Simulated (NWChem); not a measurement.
System: CdH₂S; SMILES [SH][CdH]

NWChem input:

```
start job
memory heap 200 mb stack 900 mb global 1100 mb
geometry units angstroms noautosym nocenter noautoz
  Cd     0.400588    -0.371472     0.000000
  H      0.665713    -2.014645     0.000000
  S      0.059957     1.959669     0.000000
  H     -1.288027     1.850646     0.000000
end
basis spherical
  * library def2-svpd
end
ecp
  Cd library def2-ecp
end
dft
  xc xpbe96 cpbe96
  iterations 150
end
property
  response 1 0.0
end
task dft property
```

Coordinates come from a PBE0/def2-SVP optimisation. Not confirmed as a minimum by frequencies. def2 effective core potentials on Cd; no spin-orbit coupling.

Static field.

**Question.** Predict the main results of this run. (PBE/def2-SVPD with def2 effective core potentials on Cd.) Quantities: isotropic polarisability (bohr³); anisotropy (bohr³).

**Answer.** isotropic polarisability (bohr³): 58.4
anisotropy (bohr³): 35.2
